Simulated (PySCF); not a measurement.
Cl2FGeH3Si, SMILES F[Si](Cl)(Cl)[GeH3].

Geometry: ωB97X-D3(BJ)/def2-SVP.

Computed with TDDFT-B3LYP/def2-SVPD (PySCF 2.14.0).

Vertical excitations.  State labels are in the subgroup Cs.

Computed lowest excited states:
```json
[
 {"state": "S1", "symmetry": "A'", "energy (eV)": "7.05", "λ (nm)": "176", "f": "0.099", "main pairs": "HOMO→LUMO 57 %, HOMO→LUMO+1 37 %"},
 {"state": "S2", "symmetry": "A'", "energy (eV)": "7.18", "λ (nm)": "173", "f": "0.230", "main pairs": "HOMO→LUMO+1 59 %, HOMO→LUMO 37 %"},
 {"state": "S3", "symmetry": "A\"", "energy (eV)": "7.29", "λ (nm)": "170", "f": "0.030", "main pairs": "HOMO→LUMO+2 78 %, HOMO−1→LUMO 16 %"},
 {"state": "S4", "symmetry": "A\"", "energy (eV)": "7.57", "λ (nm)": "164", "f": "0.044", "main pairs": "HOMO−1→LUMO 73 %, HOMO→LUMO+2 13 %"},
 {"state": "S5", "symmetry": "A\"", "energy (eV)": "7.71", "λ (nm)": "161", "f": "0.012", "main pairs": "HOMO−1→LUMO+1 45 %, HOMO−2→LUMO 45 %"},
 {"state": "S6", "symmetry": "A\"", "energy (eV)": "7.74", "λ (nm)": "160", "f": "0.002", "main pairs": "HOMO−2→LUMO 48 %, HOMO−1→LUMO+1 46 %"},
 {"state": "S7", "symmetry": "A'", "energy (eV)": "7.77", "λ (nm)": "160", "f": "0.002", "main pairs": "HOMO→LUMO+3 94 %"},
 {"state": "S8", "symmetry": "A'", "energy (eV)": "7.87", "λ (nm)": "158", "f": "0.029", "main pairs": "HOMO−1→LUMO+2 90 %"},
 {"state": "S9", "symmetry": "A\"", "energy (eV)": "8.08", "λ (nm)": "153", "f": "0.017", "main pairs": "HOMO−2→LUMO+1 86 %"},
 {"state": "S10", "symmetry": "A'", "energy (eV)": "8.10", "λ (nm)": "153", "f": "0.032", "main pairs": "HOMO−2→LUMO+2 66 %, HOMO−3→LUMO 18 %"},
 {"state": "T1", "symmetry": "A'", "energy (eV)": "6.26", "λ (nm)": "198", "f": "0", "main pairs": "HOMO→LUMO 73 %, HOMO→LUMO+1 24 %"},
 {"state": "T2", "symmetry": "A\"", "energy (eV)": "6.49", "λ (nm)": "191", "f": "0", "main pairs": "HOMO→LUMO+2 95 %"},
 {"state": "T3", "symmetry": "A'", "energy (eV)": "6.58", "λ (nm)": "188", "f": "0", "main pairs": "HOMO→LUMO+1 67 %, HOMO→LUMO 22 %"},
 {"state": "T4", "symmetry": "A\"", "energy (eV)": "7.12", "λ (nm)": "174", "f": "0", "main pairs": "HOMO−1→LUMO 90 %"}
]
```
Triplets are in the Tamm–Dancoff approximation, which puts them higher than full response would, so one can lie above its singlet here.
